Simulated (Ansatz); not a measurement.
```yaml
atoms:
  - { symbol: N, position_ang: [0.0172, -0.0414, -0.1087] }
  - { symbol: H, position_ang: [0.0186, -0.0073, 0.9618] }
```

Basis set: aug-cc-pVDZ (spherical functions). Frozen core: 1 orbital. Charge 0, multiplicity 3.

Computed with Ansatz (development build ahead of 0.2.0); each method stands on the lowest determinant of its kind that the runs found.

Question: Give the atomization energy at this shape (free ground-state atoms in the same class of orbitals less the molecule, no zero-point energy) of triplet NH by UHF-MP2, UHF.

Answer:

| method | atomization energy |
| --- | --- |
| UHF-MP2 | 3.12 eV |
| UHF | 2.13 eV |
